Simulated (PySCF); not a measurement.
C7H11NS.
Numbering: `[CH2:1]=[CH:2][C:3](=[CH2:4])[CH2:5][NH:6][C:7]([CH3:8])=[S:9]` (hydrogens: H10, H11 on C1; H12 on C2; H13, H14 on C4; H15, H16 on C5; H17 on N6; H18, H19, H20 on C8)

The same species was optimised twice, with GFN2-xTB and with PBE0-D3(BJ)/def2-SVP (PySCF), and the same property calculations (PySCF, gas phase) were run on both structures.

| coordinate | GFN2-xTB | PBE0-D3(BJ)/def2-SVP | change |
| --- | --- | --- | --- |
| C7=S9 (Å) | 1.643 | 1.656 | +0.013 |
| C1=C2 (Å) | 1.328 | 1.340 | +0.012 |
| C3=C4 (Å) | 1.333 | 1.345 | +0.012 |
| C2–C3 (Å) | 1.457 | 1.465 | +0.008 |
| C7–C8 (Å) | 1.498 | 1.505 | +0.007 |
| N6–C7 (Å) | 1.338 | 1.343 | +0.005 |
| C5–N6 (Å) | 1.446 | 1.445 | -0.001 |
| C3–C5 (Å) | 1.507 | 1.507 | 0.000 |
| N6–C7–C8 (°) | 115.6 | 113.8 | -1.8 |
| N6–C7–S9 (°) | 122.9 | 124.2 | +1.3 |
| C5–N6–C7 (°) | 125.3 | 126.2 | +0.9 |
| C3–C5–N6 (°) | 111.0 | 111.6 | +0.6 |
| C8–C7–S9 (°) | 121.5 | 122.0 | +0.5 |
| C1–C2–C3 (°) | 126.2 | 125.9 | -0.3 |
| C4–C3–C5 (°) | 120.5 | 120.4 | -0.1 |
| C2–C3–C5 (°) | 118.7 | 118.8 | +0.1 |
| C1–C2–C3–C4 (°) | 174 | 175 | +1 |
| C2–C3–C5–N6 (°) | -66 | -67 | -1 |
| C3–C5–N6–C7 (°) | 130 | 129 | -1 |
| C5–N6–C7–C8 (°) | -178 | -178 | 0 |

Rotational constants: A = 2272, B = 812.3, C = 757.8 MHz (GFN2-xTB) against A = 2237, B = 806.7, C = 743.4 MHz (PBE0-D3(BJ)/def2-SVP). Point groups within 0.08 Å: C1 and C1.

On the GFN2-xTB structure: HOMO (eV) -5.99 [PBE0/pcSseg-1]; LUMO (eV) -1.13 [PBE0/pcSseg-1]; dipole (D) 4.37 [PBE0/pcSseg-1]; GIAO shielding of C1 (ppm) 61.1 [PBE0/pcSseg-1]; GIAO shielding of C2 (ppm) 44.6 [PBE0/pcSseg-1]; GIAO shielding of C3 (ppm) 32.9 [PBE0/pcSseg-1]; GIAO shielding of C4 (ppm) 61.1 [PBE0/pcSseg-1]; GIAO shielding of C5 (ppm) 135.8 [PBE0/pcSseg-1]; GIAO shielding of N6 (ppm) 92.8 [PBE0/pcSseg-1]; GIAO shielding of C7 (ppm) -19.8 [PBE0/pcSseg-1]; GIAO shielding of C8 (ppm) 153.1 [PBE0/pcSseg-1].

Problem. What do these properties become on the PBE0-D3(BJ)/def2-SVP structure?

Solution. 
```tsv
property	level	on GFN2-xTB	on PBE0-D3(BJ)/def2-SVP	change
HOMO (eV)	PBE0/pcSseg-1	-5.99	-6.04	-0.05
LUMO (eV)	PBE0/pcSseg-1	-1.13	-1.19	-0.06
dipole (D)	PBE0/pcSseg-1	4.37	4.40	+0.03
energy, GFN2-xTB geometry as zero (kcal/mol)	PBE0/pcSseg-1	0.0	-0.8	-0.8
GIAO shielding of C1 (ppm)	PBE0/pcSseg-1	61.1	57.1	-4.0
GIAO shielding of C2 (ppm)	PBE0/pcSseg-1	44.6	41.9	-2.7
GIAO shielding of C3 (ppm)	PBE0/pcSseg-1	32.9	31.1	-1.8
GIAO shielding of C4 (ppm)	PBE0/pcSseg-1	61.1	57.7	-3.4
GIAO shielding of C5 (ppm)	PBE0/pcSseg-1	135.8	135.7	-0.1
GIAO shielding of N6 (ppm)	PBE0/pcSseg-1	92.8	89.5	-3.3
GIAO shielding of C7 (ppm)	PBE0/pcSseg-1	-19.8	-22.2	-2.4
GIAO shielding of C8 (ppm)	PBE0/pcSseg-1	153.1	150.5	-2.6
```

The heavy atoms differ by 0.034 Å rms after alignment. Among bonds between heavy atoms C1=C2, C3=C4 and C7=S9 change most and about equally (+0.012 to +0.013 Å). Changes are differences of the printed values. Neither structure is proved a minimum here.

The values belong to the conformer `[CH2:1]=[CH:2][C:3](=[CH2:4])[CH2:5][NH:6][C:7]([CH3:8])=[S:9]`: C1–C2–C3–C4 175°, C2–C3–C5–N6 -67°, C3–C5–N6–C7 129°, C5–N6–C7–C8 -178°.
